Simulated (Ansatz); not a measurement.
Input (FCI/aug-cc-pV(Q+d)Z; Ansatz, an electronic-structure program): A basis named .json is the Basis Set Exchange file of that set.

Ansatz 0.2 input:
```yaml
crystal:
  periodic: [false, false, false]
  atoms:
    - {symbol: Si, position_ang: [0.00000000, 0.00000000, 0.00000000]}
basis:
  gaussian:
    orbitals: aug-cc-pV_Q+d_Z.json
magnetization: {spin_polarized: true, initial_magnetization: 2}
correlation: {method: fci, electrons: outside_noble_gas}
scf: {lower_state_search: full}
```

Output:

```
Functional definition: HF
integrals: 0.20 GiB planned
852 factors; integrals over basis functions are off by at most 3.7e-8 eV
mean field: 0.18 GiB planned
mean field evaluation 1: about -7859.9837 eV, gradient 4.1e0 eV
mean field evaluation 2: about -7859.9841 eV, gradient 4.1e0 eV
mean field evaluation 4: about -7860.2385 eV, gradient 2.6e-1 eV
mean field evaluation 8: about -7860.2392 eV, gradient 9.3e-4 eV
mean field evaluation 16: about -7860.2392 eV, gradient 1.6e-4 eV
mean field evaluation 32: about -7860.2387 eV, gradient 2.6e-1 eV
mean field -7860.23924614 eV, -288.8584644341 hartree, gradient 1.5e-6 eV, S^2 2.015641; 7 other end points of the search recorded, 0 dependent functions left out
mean field evaluation 64: about -7860.1183 eV, gradient 5.5e-1 eV
5 core orbitals not correlated
reference -7860.11863777 eV, -288.8540321583 hartree; 3, 1 occupied and 81, 83 virtual orbitals, 852 factors
configuration interaction: 1.90 GiB planned
state -7862.42424165 eV, -288.9387615382 hartree
Total energy: -7862.42424165 eV, -288.9387615382 hartree
```
